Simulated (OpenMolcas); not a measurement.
# Co2+ in LiF

Co2+ with its 6 nearest fluoride ions at 2.041 Å, on the Li site of LiF (a = 4.028 Å, distance in the model lattice 2.014 Å). The rest of the host is ab initio model potentials to 7.6 Å and point charges beyond; the distance is set by hand and nothing relaxes, and no local charge compensation is placed. Ligand basis ANO-RCC-VDZP.
```
Co    0.0000    0.0000    0.0000
F     2.0410    0.0000    0.0000
F     0.0000    2.0410    0.0000
F    -2.0410    0.0000    0.0000
F     0.0000   -2.0410    0.0000
F     0.0000    0.0000    2.0410
F     0.0000    0.0000   -2.0410
```

* Program: OpenMolcas
* Method: CASSCF
* Basis: ANO-RCC-VTZP [6s5p3d2f1g]
* Scalar Hamiltonian: DKH2, point nucleus
* Active space: 7 electrons in 5 orbitals (3d)
* State averaging: 2S+1 = 4 even, 10 roots; 2S+1 = 2 even, 40 roots
* Spin-orbit coupling: RASSI with atomic mean-field integrals over the reference wave functions

The lowest spin-free states (labels of O, the rotations of Oh), above the lowest:

```
State  Degeneracy  E (cm-1)  Free-ion L (%)
  4T1           3       0.0          F (98)
  4T2           3      6692         F (100)
   2E           2     14440          G (60)
  4A2           1     14580         F (100)
  2T1           3     19930          G (71)
  2T2           3     20225          G (83)
  4T1           3     23695          P (98)
  2A1           1     24776         G (100)
  2T1           3     25784          P (67)
  2T2           3     28746          H (66)
  2T1           3     29477          H (78)
   2E           2     31570          H (65)
  2T2           3     34776          D (69)
  2T1           3     35425          H (63)
   2E           2     35456          D (48)
  2T2           3     46749          F (95)
  2T1           3     47915          F (92)
  2A2           1     48674         F (100)
   2E           2     72128         D (100)
  2T2           3     72295          D (95)
```

The lowest levels with spin-orbit coupling:

```csv
E (cm-1),Degeneracy,Label,2S+1,g
0.0,2,Γ6,4,4.44 4.44 4.44
358.3,4,Γ8,4,
948.3,4,Γ8,4,
1042,2,Γ7,4,0.87 0.87 0.87
7237,2,Γ6,4,2.49 2.49 2.49
7288,4,Γ8,4,
7394,4,Γ8,4,
7585,2,Γ7,4,2.81 2.81 2.81
15082,4,Γ8,2,
15281,4,Γ8,4,
20283,4,Γ8,2,
20867,2,Γ6,2,0.82 0.82 0.82
20963,4,Γ8,2,
21216,2,Γ7,2,1.45 1.45 1.45
24096,2,Γ7,4,2.59 2.59 2.59
24102,4,Γ8,4,
24174,4,Γ8,4 (86 %),
24654,2,Γ6,4,2.62 2.62 2.62
25330,2,Γ6,2,2.00 2.00 2.00
26571,4,Γ8,2 (86 %),
```

Powder χT (cm3 K/mol): 1.87 at 2 K, 1.95 at 10 K, 2.35 at 50 K, 2.82 at 100 K, 3.38 at 200 K, 3.55 at 300 K. The effective moment at 300 K is 2.828 √(χT) = 5.33 μB.

The lowest level has 2S+1 = 4, for which the spin-only value is χT = S(S+1) / 2 = 1.875 cm3 K/mol (g = 2). The computed 3.554 at 300 K differs by +1.679, through orbital momentum, spin-orbit coupling and any other state in reach. With a threefold ground state the orbital momentum is unquenched, so the spin-only value is not expected to hold.

Metal share of the active 3d orbitals (Löwdin): 95, 95, 98, 98, 98 %; Mulliken charge of the metal 1.97.

A least-squares ligand-field fit to the states below 45000 cm-1, each weighted by its degeneracy and with a free common offset, gives 10Dq = 7592 cm-1, B = 1208 cm-1 and C = 4452 cm-1 (C/B = 3.69), with an rms deviation of 106 cm-1.

The same method and metal basis give the free ion B = 1229 cm-1 (fit to its terms below 60000 cm-1, rms deviation 20 cm-1), so the nephelauxetic ratio is β = 1208 / 1229 = 0.98; it hangs on how both fits weigh the states, and computed free-ion B values tend to be too large, so β mixes covalency with correlation.

An orbital triplet at a regular site is open to Jahn-Teller coupling, which can distort the site and quench the lowest spin-orbit gaps and is left out. Without dynamic correlation the repulsion within the d shell is too large (B by tens of per cent), so at a given field states of lower spin stand too high. Ligand-to-metal charge-transfer states are missing. With no ligand orbital active B as a rule stays too high, so bands that hang on it stand too high and its fall with covalency is understated. With metal d orbitals alone and no dynamic correlation 10Dq can be off by a tenth to a fifth, either way, in oxide and fluoride hosts. No measured value stands beside these numbers; the geometry was set by hand and not optimised.

The RASSCF and RASSI steps took 20 s on 1 thread of Arm Neoverse V2 (shared host); the integral step is not counted.
